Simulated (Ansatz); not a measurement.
Geometry optimisation, RHF/STO-3G (Ansatz 0.2.0).

The input (input.yaml):

```yaml
crystal:
  periodic: [false, false, false]
  atoms:
    - { symbol: Si, position_ang: [0.0, 0.0, 0.0] }
    - { symbol: Si, position_ang: [0.0, 0.0, 2.22] }
    - { symbol: H, position_ang: [-1.3148, -0.4067, 2.7074] }
    - { symbol: H, position_ang: [1.0096, -0.9353, 2.7074] }
    - { symbol: H, position_ang: [0.3052, 1.342, 2.7074] }
    - { symbol: "N", position_ang: [1.7163, 0.0, -0.6061] }
    - { symbol: H, position_ang: [2.2145, -0.918, -0.7868] }
    - { symbol: H, position_ang: [2.2175, 0.918, -0.7783] }
    - { symbol: F, position_ang: [-0.7489, 1.2974, -0.5295] }
    - { symbol: F, position_ang: [-0.7489, -1.2974, -0.5295] }
basis:
  gaussian: { orbitals: STO-3G }
hamiltonian:
  xc: hf
relax:
  f_tol: 0.02
  max_steps: 40
```

Run as:

```bash
$ ansatz run input.yaml --threads 1 --pin off --max-ram 2048MiB --backend cpu --events-out ev --progress --plain --runs-dir out
```

Where does it end, and by what steps?

The forces met the threshold. Limits of this set-up: minimal basis. After 18 steps the energy has fallen by 0.700 eV; H8 moved furthest, 1.10 Å.

| step | energy less start (eV) | largest force component (eV/Å) | accepted |
| --- | --- | --- | --- |
| 0 | 0.0000 | 3.974 | yes |
| 1 | -0.5031 | 1.677 | yes |
| 2 | -0.5637 | 0.323 | yes |
| 3 | -0.5721 | 0.143 | yes |
| 4 | -0.5771 | 0.206 | yes |
| 5 | -0.5813 | 1.348 | yes |
| 6 | -0.6102 | 0.733 | yes |
| 7 | -0.6311 | 0.157 | yes |
| 8 | -0.6412 | 0.369 | yes |
| 9 | -0.6567 | 0.117 | yes |
| 10 | -0.6503 | 0.355 | no |
| 11 | -0.6628 | 0.133 | yes |
| 12 | -0.6666 | 0.584 | yes |
| 13 | -0.6781 | 0.486 | yes |
| 14 | -0.6849 | 0.390 | yes |
| 15 | -0.6980 | 0.122 | yes |
| 16 | -0.6995 | 0.054 | yes |
| 17 | -0.6993 | 0.102 | no |
| 18 | -0.6998 | 0.008 | yes |

```xyz
10
Properties=species:S:1:pos:R:3
Si 0.075 0.093 0.019
Si 0.009 -0.064 2.270
H -1.313 -0.340 2.718
H 0.862 -1.115 2.709
H 0.447 1.152 2.865
N 1.697 0.214 -0.540
H 2.394 -0.400 -0.123
H 1.851 0.230 -1.547
F -0.709 1.376 -0.557
F -0.662 -1.147 -0.701
```

Whether the end is a true minimum wasn't checked by a vibrational analysis.

Time of the run: 16 s on 1 thread of Arm Neoverse V2, with other jobs on the host, peak memory 0.1 GiB.
